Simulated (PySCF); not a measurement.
Vertical excitations of a molecule CH₈FNSi₂ from PySCF with TDA-PBE/def2-SVPD, as energy in eV (oscillator strength): 5.96 (0.016), 6.17 (0.039), 6.30 (0.028), 6.39 (0.021), 6.84 (0.025), 7.09 (0.011), 7.18 (0.015), 7.24 (0.013), 7.37 (0.012), 7.41 (0.022). Lowest triplet (TDA): 5.45 eV. Geometry: TPSSh-D3(BJ)/def2-SVP. The values are those of a single conformer.

### Question
Which molecule gave these data?
(A) C[SiH2][Si@@H](N)F
(B) CN[SiH2][SiH2]F
(C) N[Si@H]([SiH3])CF
(D) N[C@H]([SiH3])[SiH2]F

### Answer
A, C[SiH2][Si@@H](N)F
